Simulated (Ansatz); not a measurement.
System: sum formula H$_{7}$Si$_{3}$NOClF (charge 0, singlet). 
Geometry from a B3LYP-D3(BJ)/def2-TZVP (Ansatz, a first-principles code) optimisation:
```
Si
F 1 1.5904
O 1 1.6103 2 109.89
Si 3 1.6510 1 144.52 2 -84.75
N 1 1.6902 2 110.65 3 120.74
H 5 1.0110 1 114.22 2 -126.75
Si 5 1.7397 6 117.15 1 176.61
H 7 1.4766 5 106.61 6 -179.93
H 4 1.4767 3 107.17 1 168.54
H 4 1.4781 9 110.07 3 -118.93
H 4 1.4781 9 110.24 10 -121.41
H 7 1.4809 8 110.20 5 120.24
H 7 1.4813 8 110.00 12 119.10
Cl 1 2.0542 2 104.38 3 -117.81
```

Property: vertical ionisation energy (to the doublet state of charge +1; each state is the SCF solution reached for its spin), in eV. Valence correlation only, unless marked. UHF or UKS for open shells. No spin-orbit coupling. No relativistic terms. Basis-set limits of correlation are two-point, X^-3; Hartree-Fock from the larger set. [CCSD(T)-MP2]/basis is that difference in the basis named.

```csv
level,program,vertical ionisation energy (eV),minus last row
SVWN5/def2-TZVPD,Ansatz,9.62,-0.91
PBE/def2-TZVPD,Ansatz,9.50,-1.03
PBE0/def2-TZVPD,Ansatz,10.02,-0.51
CAM-B3LYP/def2-TZVPD,Ansatz,10.28,-0.25
RI-MP2/aug-cc-pV(T+d)Z,Ansatz,10.74,0.21
SCS-MP2/aug-cc-pV(D+d)Z,Ansatz,10.50,-0.03
"RI-MP2/CBS(aug-cc-pV(T+d)Z,aug-cc-pV(Q+d)Z)+[CCSD(T)-MP2]/aug-cc-pV(T+d)Z",Ansatz,10.53,0.00
```
